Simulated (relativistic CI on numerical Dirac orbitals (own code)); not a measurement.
Line list: Electric-dipole lines, Br34+

These numbers are calculated, not measured: Dirac equation for one electron, model QED (radiative potential, 1s self-energy scaled to tabulated hydrogen-like ionisation energies) (own radial code, finite nucleus).

Configurations in the expansion: 1s, 2s, 2p, 3s, 3p, 3d, 4s, 4p, 4d, 4f, 5s, 5p, 5d, 5f, 5g, 6s, 6p, 6d. Levels of other configurations are missing.

```csv
λ vac (nm),Lower,Upper,A (s⁻¹),E lower (Ry),E upper (Ry)
0.08224,1s 2S_1/2 [1],3p 2P°_3/2 [8],2.49e+14,0.00,1108.00
0.09722,1s 2S_1/2 [1],2p 2P°_3/2 [4],9.26e+14,0.00,937.36
0.09776,1s 2S_1/2 [1],2p 2P°_1/2 [2],9.48e+14,0.00,932.14
0.35269,2p 2P°_3/2 [4],5d 2D_5/2 [22],1.42e+13,937.36,1195.74
0.38653,2p 2P°_1/2 [2],4d 2D_3/2 [12],2.70e+13,932.14,1167.90
0.38672,2s 2S_1/2 [3],4p 2P°_3/2 [13],1.45e+13,932.26,1167.90
0.39491,2p 2P°_3/2 [4],4d 2D_5/2 [15],3.10e+13,937.36,1168.11
0.51819,2p 2P°_1/2 [2],3d 2D_3/2 [7],8.31e+13,932.14,1108.00
0.51852,2s 2S_1/2 [3],3p 2P°_3/2 [8],3.31e+13,932.26,1108.00
0.52313,2s 2S_1/2 [3],3p 2P°_1/2 [5],3.53e+13,932.26,1106.46
0.53247,2p 2P°_3/2 [4],3d 2D_5/2 [9],9.68e+13,937.36,1108.50
0.53403,2p 2P°_3/2 [4],3d 2D_3/2 [7],1.61e+13,937.36,1108.00
0.88689,3p 2P°_3/2 [8],6d 2D_5/2 [30],2.83e+12,1108.00,1210.75
1.0219,3p 2P°_1/2 [5],5d 2D_3/2 [19],4.32e+12,1106.46,1195.63
1.0223,3s 2S_1/2 [6],5p 2P°_3/2 [20],2.41e+12,1106.49,1195.63
1.0386,3d 2D_3/2 [7],5f 2F°_5/2 [21],6.45e+12,1108.00,1195.74
1.0386,3p 2P°_3/2 [8],5d 2D_5/2 [22],5.11e+12,1108.00,1195.74
1.0439,3d 2D_5/2 [9],5f 2F°_7/2 [24],6.82e+12,1108.50,1195.79
1.4830,3p 2P°_1/2 [5],4d 2D_3/2 [12],8.80e+12,1106.46,1167.90
1.4838,3s 2S_1/2 [6],4p 2P°_3/2 [13],4.44e+12,1106.49,1167.90
1.4998,3s 2S_1/2 [6],4p 2P°_1/2 [10],4.79e+12,1106.49,1167.25
1.5159,3d 2D_3/2 [7],4f 2F°_5/2 [14],1.95e+13,1108.00,1168.11
1.5160,3p 2P°_3/2 [8],4d 2D_5/2 [15],1.06e+13,1108.00,1168.11
1.5214,3p 2P°_3/2 [8],4d 2D_3/2 [12],1.78e+12,1108.00,1167.90
1.5260,3d 2D_5/2 [9],4f 2F°_7/2 [16],2.07e+13,1108.50,1168.22
1.5287,3d 2D_5/2 [9],4f 2F°_5/2 [14],1.38e+12,1108.50,1168.11
2.0978,4p 2P°_1/2 [10],6d 2D_3/2 [28],1.08e+12,1167.25,1210.69
2.1267,4p 2P°_3/2 [13],6d 2D_5/2 [30],1.30e+12,1167.90,1210.75
3.2108,4p 2P°_1/2 [10],5d 2D_3/2 [19],1.82e+12,1167.25,1195.63
3.2124,4s 2S_1/2 [11],5p 2P°_3/2 [20],1.06e+12,1167.27,1195.63
3.2506,4s 2S_1/2 [11],5p 2P°_1/2 [17],1.15e+12,1167.27,1195.30
3.2734,4d 2D_3/2 [12],5f 2F°_5/2 [21],3.63e+12,1167.90,1195.74
3.2736,4p 2P°_3/2 [13],5d 2D_5/2 [22],2.22e+12,1167.90,1195.74
3.2863,4p 2P°_3/2 [13],5d 2D_3/2 [19],3.76e+11,1167.90,1195.63
3.2920,4f 2F°_5/2 [14],5g 2G_7/2 [23],6.18e+12,1168.11,1195.79
3.2921,4d 2D_5/2 [15],5f 2F°_7/2 [24],3.88e+12,1168.11,1195.79
3.2985,4d 2D_5/2 [15],5f 2F°_5/2 [21],2.59e+11,1168.11,1195.74
3.3007,4f 2F°_7/2 [16],5g 2G_9/2 [25],6.38e+12,1168.22,1195.83
3.3045,4f 2F°_7/2 [16],5g 2G_7/2 [23],2.28e+11,1168.22,1195.79
3.3253,4p 2P°_3/2 [13],5s 2S_1/2 [18],7.42e+11,1167.90,1195.31
5.9209,5p 2P°_1/2 [17],6d 2D_3/2 [28],5.44e+11,1195.30,1210.69
5.9236,5s 2S_1/2 [18],6p 2P°_3/2 [29],3.45e+11,1195.31,1210.69
5.9988,5s 2S_1/2 [18],6p 2P°_1/2 [26],3.76e+11,1195.31,1210.50
6.0270,5p 2P°_3/2 [20],6d 2D_5/2 [30],6.69e+11,1195.63,1210.75
6.1285,5p 2P°_3/2 [20],6s 2S_1/2 [27],3.06e+11,1195.63,1210.50
```

Terms are leading LS components. Brackets give the number of a level in order of energy, since labels repeat. The list gives strong lines, with weight on those to low levels, without lines whose two gauges differ by over a factor of 2.5. Levels whose partners in the same complex of configurations lie outside the list can be far off, and so can their lines. Rates are taken at the computed energies, electric ones in the length gauge.

(1) From the table, what is the radiative lifetime of 5d 2D_5/2?

Answers

(1) The listed rates from this level add up to about 2.15e+13 s⁻¹, 98 % of its decay; with all channels τ = 4.57e-14 s.
